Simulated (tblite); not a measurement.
Species: C9H14Si.
Numbering: `[CH3:1][C:2]#[C:3][C:4]#[C:5][CH2:6][CH2:7][SiH:8]([CH3:9])[CH3:10]` (hydrogens: H11, H12, H13 on C1; H14, H15 on C6; H16, H17 on C7; H18 on Si8; H19, H20, H21 on C9; H22, H23, H24 on C10)

The geometry is computed with GFN2-xTB (gas phase).

Q: Give the optimised bond lengths and angles.

A: 
```csv
bond,length (Å),order
C1–C2,1.443,single
C2≡C3,1.206,triple
C3–C4,1.359,single
C4≡C5,1.207,triple
C5–C6,1.445,single
C6–C7,1.533,single
C7–Si8,1.909,single
"Si8–C9, Si8–C10",1.902,single
"C1–H11, C1–H12, C1–H13",1.091,single
"C6–H14, C6–H15",1.095,single
"C7–H16, C7–H17",1.092,single
Si8–H18,1.476,single
C9–H19 and 5 like bonds,1.086,single
```

Bonds in one row agree within 0.01 Å and their mean is given. Orders are formal, as drawn. A selection of angles:
```csv
angle,degrees
C1–C2–C3,179.7
C2–C3–C4,179.8
C3–C4–C5,178.4
C4–C5–C6,177.4
C5–C6–C7,111.3
C6–C7–Si8,112.8
C7–Si8–C9,109.1
C9–Si8–C10,109.8
```

Dihedral angles: C5–C6–C7–Si8 178° (antiperiplanar); C6–C7–Si8–C9 -176° (antiperiplanar). The mirror-image conformer, all signs reversed, is as good.

The C–C distances run from 1.206 Å (C2≡C3, drawn triple) to 1.533 Å (C6–C7, drawn single), a spread of 0.327 Å. Si8 (SiH silicon) is tetrahedral (angles from 109.0° to 109.9°).

Point group: C1 (no symmetry element, even within 0.4 Å). GFN2-xTB frequencies show an imaginary mode (36i cm⁻¹), so the point is no minimum at that level. 3 starts were optimised and ended at 0.00, 0.03 and 0.10 kcal/mol (GFN2-xTB); the lowest of these is shown.

The run took 0.47 s of wall time on one thread of an Arm Neoverse V2, no GPU, on a shared host. These figures are those of the optimisation.
